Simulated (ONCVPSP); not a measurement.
Pseudopotentials across the periodic table

Generated with ld1.x 7.5 (TM, RRKJ, ultrasoft, PAW), atompaw 4.2 or ONCVPSP 4.0.1. The cutoff is in Ry: for ld1.x and atompaw files where the sum of valence levels is converged to 10 mRy in a Bessel basis, for ONCV files where the hardest occupied wave has 1 mHa per electron of residual kinetic energy. The error is the largest all-electron minus pseudo excitation energy over each file’s own four to seven test configurations (ionisations up to +4, promotions, holes and added fractions of an electron), all of which were solved. The labels leave out finer settings (local radius, basis sizes, second energies), which also bear on the numbers. Spin-polarised tests are not counted. The rows are a selection from randomly drawn settings: files with unsolved tests, undetermined cutoffs or missed reference levels are left out.

A true bound ghost makes a file unfit for plane-wave use even where its test errors are small: the radial tests pick states by their node count and pass the ghost by.

```tsv
element	potential	cutoff (Ry)	largest error (meV)	bound ghosts
F	ONCV, revPBE, scalar-relativistic, rc 0.85/1.85/1.50 (spd), local smoothed, core correction yes, reference 2s2 2p5, qcut 9/6/5.8, projectors 2/1/2	86	+2857	none
Rb	ONCV, LDA (Perdew-Wang 92), fully relativistic, rc 2.35/2.35/2.00 (spd), local d, core correction yes, reference 4s2 4p6 5s0.75, qcut 4.4/6.9/4.8, projectors 2/2/0	14	-0.5	none
Mo	ONCV, PBEsol, scalar-relativistic, rc 2.05/2.00/2.25 (spd), local smoothed, core correction yes, reference 4s2 4p6 4d5 5s0.5, qcut 7/7.7/8.1, projectors 2/1/1	36	-44	none
Xe	ONCV, PBEsol, scalar-relativistic, rc 1.60/1.82/0.92 (spd), local smoothed, core correction yes, reference 4d10 5s2 5p6, qcut 2.9/3.7/16.3, projectors 2/2/1	126	-340	s, p
Hf	ONCV, LDA (Perdew-Zunger), scalar-relativistic, rc 1.60/1.30/2.95 (spd), local smoothed, core correction yes, reference 5s2 5p6 5d2 6s1, qcut 5.9/7.4/4.4, projectors 2/2/2	55	+26	none
Ta	ONCV, PBE, scalar-relativistic, rc 1.65/1.80/1.65 (spd), local d, core correction yes, reference 5s2 5p6 5d3, qcut 6.7/8.9/8.9, projectors 2/3/0	46	+38	none
```

Question: Fill in the row for Cu: ONCV, LDA (Perdew-Zunger), fully relativistic, rc 3.40/3.40/1.20 (spd), local smoothed, core correction yes, reference 3d10 4p1, qcut 2.4/2.6/12, projectors 2/2/2.

Answer: cutoff 124 Ry, largest error +124 meV, bound ghosts: s.

Question: Fill in the row for Ir: ONCV, LDA (Perdew-Zunger), scalar-relativistic, rc 1.50/1.35/2.35 (spd), local smoothed, core correction no, reference 5s2 5p6 5d7, qcut 8.8/8.3/6.1, projectors 2/2/2.

Answer: cutoff 62 Ry, largest error +101 meV, bound ghosts: none.
